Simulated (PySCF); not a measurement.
C₂H₅FO₂Si, SMILES O=CC[Si@H](O)F. Atoms are numbered in the order given.

```xyz
11

O      1.3513    -0.9225    -1.3522
C      1.7558    -0.3124    -0.3841
C      0.9986    -0.2153     0.9119
Si    -0.8223     0.2021     0.5883
O     -1.3689    -0.8171    -0.5775
F     -0.8624     1.7529     0.0958
H      2.7352     0.2243    -0.4361
H      1.4856     0.4740     1.6175
H      0.9879    -1.2210     1.3726
H     -1.6689     0.1022     1.7935
H     -0.6518    -1.1018    -1.1744
```

Geometry optimised at B3LYP-D3(BJ)/def2-SVP. The structure was generated by enumeration; whether it is a known compound was not checked. One conformer was computed; it need not be the lowest.

Two levels are set side by side: PBE/pcSseg-1 (PySCF) and PBE0/pcSseg-1 (PySCF). GIAO shifts against CFCl3 (¹⁹F), H2O (¹⁷O), TMS (²⁹Si), TMS (¹H), TMS (¹³C) at the same level; non-relativistic, no solvent, atoms listed together averaged. Differences are taken from unrounded values.

| quantity | PBE0 |
|---|---|
| δ(¹⁷O) of O1 (ppm) | 688.3 |
| δ(¹³C) of C2 (ppm) | 213.5 |
| δ(¹³C) of C3 (ppm) | 38.2 |
| δ(²⁹Si) of Si4 (ppm) | -12.5 |
| δ(¹⁷O) of O5 (ppm) | 77.9 |
| δ(¹⁹F) of F6 (ppm) | -149.5 |
| δ(¹H) of H7 (ppm) | 10.40 |
| δ(¹H) of H10 (ppm) | 5.12 |
| δ(¹H) of H11 (ppm) | 5.48 |

Task: What does PBE give, and how far is it from PBE0? (Estimate from the structure and the level; the computed values follow.)

Result: 
```tsv
quantity	PBE	PBE minus PBE0
δ(¹⁷O) of O1 (ppm)	681.6	-6.7
δ(¹³C) of C2 (ppm)	210.9	-2.6
δ(¹³C) of C3 (ppm)	40.9	2.7
δ(²⁹Si) of Si4 (ppm)	-12.5	0.0
δ(¹⁷O) of O5 (ppm)	90.9	13.0
δ(¹⁹F) of F6 (ppm)	-162.5	-13.0
δ(¹H) of H7 (ppm)	10.61	0.21
δ(¹H) of H10 (ppm)	5.36	0.24
δ(¹H) of H11 (ppm)	5.44	-0.04
```

Rough cost on one machine, each run with all the roots and properties that it gave: PBE0 against PBE within a factor of 2.
